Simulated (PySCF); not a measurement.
# ErF: f occupation and spin

Unrestricted PBE0; PySCF, spin-free X2C with a Gaussian nucleus, basis sets Er x2c-SVPall, F x2c-SVPall. The search starts from ions with several 4f fillings and holds each by maximum overlap.

The lowest solution has 2Ms+1 = 4, about 11.5 4f electrons, near 1.96 Å.

The lowest solution of each spin and filling, followed along the bond (rough minima from three points):

```
2Ms+1  4f population  ⟨S²⟩ at the start  R at minimum (Å)  Te (eV)
    4          11.53               3.75              1.96     0.00
    4          11.03               3.75              1.93     0.24
    2          12.00               1.75              2.01     0.35
    6          11.02               8.75              1.95     1.35
```

Solutions at the starting distance of 2.105 Å, counted from the lowest; the search is not exhaustive:

```tsv
2Ms+1	4f population	E (eV)	⟨S²⟩	⟨Lz²⟩	μ (D)
4	11.53	0.00	3.75	11.1	-3.43
4	11.51	0.02	3.75	11.0	-3.41
2	12.00	0.22	1.75	7.0	-4.00
4	11.99	0.26	3.75	4.1	-3.97
4	11.03	0.36	3.75	9.0	-2.74
2	11.96	0.39	1.76	9.9	-4.01
2	11.95	0.40	1.76	10.0	-4.01
6	11.02	1.38	8.75	16.6	-4.18
6	11.02	1.44	8.75	13.0	-4.19
6	11.02	1.45	8.75	16.5	-4.19
6	11.03	1.87	8.75	13.3	-1.95
6	11.03	1.89	8.75	13.2	-1.97
4	11.11	1.99	4.66	16.3	-3.60
2	11.04	2.19	1.75	11.6	-2.72
```

Partly filled real f orbitals mix terms, so no term symbols are given. A population far from a whole number shows f orbitals mixing with d and ligand orbitals, not a clean configuration. A positive dipole means Er(−)F(+).

Spin–orbit coupling is left out. Counting both spins, an empty level lies below a filled one in some of these solutions, because spin and occupation are held. The state is the lowest single determinant that the PBE0 search found; with open d or f shells the true ground state can be another one.
